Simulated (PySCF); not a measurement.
Geometry:
```json
{"atom": "C1", "x (Å)": "-1.558", "y (Å)": "0.452", "z (Å)": "0.171"}
{"atom": "C2", "x (Å)": "-0.229", "y (Å)": "0.352", "z (Å)": "0.088"}
{"atom": "C3", "x (Å)": "0.634", "y (Å)": "1.454", "z (Å)": "0.301"}
{"atom": "N4", "x (Å)": "1.324", "y (Å)": "2.351", "z (Å)": "0.474"}
{"atom": "C5", "x (Å)": "0.405", "y (Å)": "-0.962", "z (Å)": "-0.241"}
{"atom": "O6", "x (Å)": "-0.212", "y (Å)": "-1.972", "z (Å)": "-0.447"}
{"atom": "O7", "x (Å)": "1.735", "y (Å)": "-0.885", "z (Å)": "-0.279"}
{"atom": "H8", "x (Å)": "-2.048", "y (Å)": "1.381", "z (Å)": "0.406"}
{"atom": "H9", "x (Å)": "-2.169", "y (Å)": "-0.420", "z (Å)": "-0.001"}
{"atom": "H10", "x (Å)": "2.127", "y (Å)": "-1.747", "z (Å)": "-0.494"}
```

Geometry: GFN2-xTB; GIAO absolute shieldings from PySCF 2.14, gas phase, non-relativistic, averaged over equivalent atoms.

At PBE0/ANO-RCC-VDZP (113 basis functions, 40 s wall time on 1 thread of an Intel Xeon Platinum 8488C, shared host):
```
atoms  σ (ppm)
   C5     27.5
   C1     39.2
   C2     72.5
   C3     77.7
   N4    -38.3
   O6    -50.6
   O7    135.4
   H9    23.99
  H10    24.37
   H8    24.69
```

**Question.** What do these become at CAM-B3LYP/pcSseg-1?

**Answer.** 
```json
{"atoms": "C5", "σ at CAM-B3LYP/pcSseg-1": "14.6", "change": "-12.9"}
{"atoms": "C1", "σ at CAM-B3LYP/pcSseg-1": "25.6", "change": "-13.6"}
{"atoms": "C2", "σ at CAM-B3LYP/pcSseg-1": "61.5", "change": "-11.0"}
{"atoms": "C3", "σ at CAM-B3LYP/pcSseg-1": "64.9", "change": "-12.8"}
{"atoms": "N4", "σ at CAM-B3LYP/pcSseg-1": "-60.9", "change": "-22.6"}
{"atoms": "O6", "σ at CAM-B3LYP/pcSseg-1": "-79.3", "change": "-28.7"}
{"atoms": "O7", "σ at CAM-B3LYP/pcSseg-1": "129.1", "change": "-6.3"}
{"atoms": "H9", "σ at CAM-B3LYP/pcSseg-1": "24.16", "change": "+0.17"}
{"atoms": "H10", "σ at CAM-B3LYP/pcSseg-1": "25.11", "change": "+0.74"}
{"atoms": "H8", "σ at CAM-B3LYP/pcSseg-1": "24.78", "change": "+0.09"}
```

The largest change is at O6 (carbonyl oxygen). Cost: 134 basis functions, 20 s wall time on 1 thread of an Intel Xeon Platinum 8488C, shared host. The order of the carbon signals is the same at both levels.

Hydrogen bonding in solution deshields acid and N–H amide carbonyl carbons by as much as 10 ppm beyond these values.
